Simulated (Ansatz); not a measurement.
Nudged elastic band run: AlH7N2OSi

Input file:

```yaml
crystal:
  periodic: [false, false, false]
  atoms:
    - { symbol: "N", position_ang: [-1.939738, 0.70944, 1.617258] }
    - { symbol: Si, position_ang: [-0.706991, -0.512818, 1.261183] }
    - { symbol: Al, position_ang: [0.619708, -0.00486, -0.746092] }
    - { symbol: "N", position_ang: [2.025336, -0.932802, -1.353677] }
    - { symbol: O, position_ang: [0.066577, 1.407845, -1.578187] }
    - { symbol: H, position_ang: [-1.550099, 1.634267, 1.834718] }
    - { symbol: H, position_ang: [-2.615655, 0.845352, 0.856092] }
    - { symbol: H, position_ang: [0.168277, -0.623489, 2.488323] }
    - { symbol: H, position_ang: [-1.421425, -1.837915, 1.124337] }
    - { symbol: H, position_ang: [2.386308, -1.772754, -0.894318] }
    - { symbol: H, position_ang: [2.589348, -0.730211, -2.18303] }
    - { symbol: H, position_ang: [0.455353, 1.762646, -2.392608] }
basis:
  gaussian: { orbitals: def2-SVP }
hamiltonian:
  xc: pbe
  dispersion: d4
neb:
  order_check: false
  images: 7
  f_tol: 0.03
  max_iterations: 60
  initial_path: idpp
  final_atoms:
    - { symbol: "N", position_ang: [-1.55586786, 0.95787127, 1.55264681] }
    - { symbol: Si, position_ang: [-0.78841325, -0.57469013, 1.15407282] }
    - { symbol: Al, position_ang: [0.60375065, -0.03280917, -0.77641306] }
    - { symbol: "N", position_ang: [2.12179345, -0.85044973, -1.24617544] }
    - { symbol: O, position_ang: [-0.0511878, 1.28256349, -1.68637109] }
    - { symbol: H, position_ang: [-1.87528168, 1.51092718, 0.75160587] }
    - { symbol: H, position_ang: [-2.26606915, 0.97748244, 2.29074337] }
    - { symbol: H, position_ang: [0.0101663, -1.03225559, 2.35352489] }
    - { symbol: H, position_ang: [-1.72390831, -1.74243861, 0.86801045] }
    - { symbol: H, position_ang: [2.53958545, -1.61529203, -0.71074473] }
    - { symbol: H, position_ang: [2.71120169, -0.6371127, -2.05423427] }
    - { symbol: H, position_ang: [0.3512295, 1.70090457, -2.46266662] }
```

Run as:

```bash
$ ansatz run input.yaml --threads 2 --pin off --max-ram 3072MiB --backend cpu --events-out ev --progress --plain --runs-dir out
```

Output, in part (warnings, iteration lines, the closing report on the highest movable image, with atoms numbered from 0):

```
NEB end point (image 0): max|allowed force component| = 9.709e-3 eV/Å (the criterion of neb.relax_end_points is 1.000e-2)
NEB end point (image 8): max|allowed force component| = 1.068e-2 eV/Å (the criterion of neb.relax_end_points is 1.000e-2)
NEB iter   1: max|band force component| = 4.552e-1 eV/Å  barrier→ = 0.0648 eV  barrier← = 0.1161 eV  CI = image 4  Δτ_max = 0.1985 Å  (256 SCF iters)
NEB iter   2: max|band force component| = 2.808e-1 eV/Å  barrier→ = 0.0208 eV  barrier← = 0.0721 eV  CI = image 3  Δτ_max = 0.0749 Å  (198 SCF iters)
NEB iter   3: max|band force component| = 1.471e-1 eV/Å  barrier→ = 0.0113 eV  barrier← = 0.0626 eV  CI = image 3  Δτ_max = 0.0734 Å  (206 SCF iters)
NEB iter   4: max|band force component| = 8.421e-2 eV/Å  barrier→ = 0.0092 eV  barrier← = 0.0605 eV  CI = image 3  Δτ_max = 0.0782 Å  (207 SCF iters)
NEB iter   5: max|band force component| = 8.593e-2 eV/Å  barrier→ = 0.0073 eV  barrier← = 0.0586 eV  CI = image 3  Δτ_max = 0.0392 Å  (202 SCF iters)
NEB iter   6: max|band force component| = 4.938e-2 eV/Å  barrier→ = 0.0063 eV  barrier← = 0.0576 eV  CI = image 3  Δτ_max = 0.0392 Å  (206 SCF iters)
NEB iter   7: max|band force component| = 4.797e-2 eV/Å  barrier→ = 0.0053 eV  barrier← = 0.0566 eV  CI = image 3  Δτ_max = 0.0393 Å  (199 SCF iters)
NEB iter   8: max|band force component| = 5.017e-2 eV/Å  barrier→ = 0.0044 eV  barrier← = 0.0558 eV  CI = image 3  Δτ_max = 0.0196 Å  (201 SCF iters)
NEB iter   9: max|band force component| = 3.811e-2 eV/Å  barrier→ = 0.0041 eV  barrier← = 0.0554 eV  CI = image 3  Δτ_max = 0.0196 Å  (203 SCF iters)
NEB iter  10: max|band force component| = 3.160e-2 eV/Å  barrier→ = 0.0038 eV  barrier← = 0.0551 eV  CI = image 3  Δτ_max = 0.0196 Å  (196 SCF iters)
NEB iter  11: max|band force component| = 2.332e-2 eV/Å  barrier→ = 0.0035 eV  barrier← = 0.0548 eV  CI = image 3  Δτ_max = 0.0196 Å  (197 SCF iters)
NEB iter  12: max|band force component| = 3.239e-2 eV/Å  barrier→ = 0.0032 eV  barrier← = 0.0545 eV  CI = image 3  Δτ_max = 0.0391 Å  (30 SCF iters)
NEB iter  13: max|band force component| = 2.563e-2 eV/Å  barrier→ = 0.0028 eV  barrier← = 0.0542 eV  CI = image 3  Δτ_max = 0.0000 Å  (410 SCF iters)
Total energy: -19596.44305362 eV, -720.1559992742 hartree
Atom 0 at    -2.029405     0.694534     1.390435 Å, force    -0.002287    -0.004709    -0.011352 eV/Å
Atom 1 at    -0.726129    -0.494148     1.266249 Å, force    -0.003728     0.005258    -0.001831 eV/Å
Atom 2 at     0.732163     0.050440    -0.629049 Å, force    -0.001277     0.000759     0.002578 eV/Å
Atom 3 at     2.073625    -0.932980    -1.288790 Å, force     0.001651    -0.000309    -0.003160 eV/Å
Atom 4 at     0.311192     1.577181    -1.326220 Å, force     0.003558    -0.002612    -0.000556 eV/Å
Atom 5 at    -1.812786     1.623276     1.014152 Å, force     0.003806    -0.001744     0.004072 eV/Å
Atom 6 at    -2.926352     0.392030     0.999063 Å, force     0.001737    -0.001504     0.005055 eV/Å
Atom 7 at     0.050552    -0.582156     2.562658 Å, force    -0.000232     0.002399     0.001096 eV/Å
Atom 8 at    -1.384304    -1.846293     1.106916 Å, force     0.001009     0.000258     0.001797 eV/Å
Atom 9 at     2.360953    -1.833726    -0.898200 Å, force    -0.003003    -0.000204     0.000976 eV/Å
Atom 10 at     2.667577    -0.705306    -2.089986 Å, force    -0.001145     0.001054    -0.000410 eV/Å
Atom 11 at     0.759913     2.001849    -2.073230 Å, force    -0.000089     0.001354     0.001735 eV/Å
Dipole moment:     0.273086    -0.015259    -0.530258 e Å
```

The run converged. The band force fell under the threshold earlier too, but the program's further tests of the path sent the band on. The top lies less than 8 meV above the higher end, about what the thresholds resolve: that end is a shoulder or a very shallow well. A vibrational analysis at the climbing image gives one clearly imaginary mode, 103i cm⁻¹: a first-order saddle point.

Final band (atoms are numbered from 1 in the order of the input):

```
image  path coordinate (Å)  energy (kcal/mol)  dihedral H7–N1–Si2–Al3 (°)
    0                 0.00                0.0                          59
    1                 0.40                0.0                          65
    2                 0.80                0.0                          81
    3                 1.19                0.1                         100
    4                 1.65               -0.1                         126
    5                 2.11               -0.6                         149
    6                 2.57               -1.0                         164
    7                 3.03               -1.1                         171
    8                 3.48               -1.2                         175
```

Run time: 100 s on 2 threads of Intel(R) Xeon(R) 6975P-C (Granite Rapids), with other jobs on the host, peak memory 0.18 GiB.
